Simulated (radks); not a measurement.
Values are calculated unless marked as measured or tabulated.
Problem. These are the eigenvalues of the occupied orbitals of an atom or ion with whole-number occupations (hartree). Level of theory: Dirac Kohn-Sham, BLYP, spin-unpolarised, spherical densities, finite nucleus; Fermi nuclear charge, rms radius of each element as measured or else 0.836 A^(1/3) + 0.57 fm (a radial shooting solver on a logarithmic mesh with Libxc functionals).

1s1/2: -1341.629
2s1/2: -303.1073
2p1/2: -294.7668
2p3/2: -282.8594

Which element is it, and in what charge state? The configuration may be excited. Open shells, if any, fill j = l - 1/2 first.

Solution. Z = 53, iodine, charge +45: I45+ in [He] 2s2 2p4. The list shows which subshells hold electrons but not how many an open one holds; the 1s level, -1341.6 hartree, gives Z - s = 51.8 by -(Z - s)^2/2, which with screening and relativity narrows Z to a few neighbours, and the depths of the outer levels then fix element, charge and occupations together.
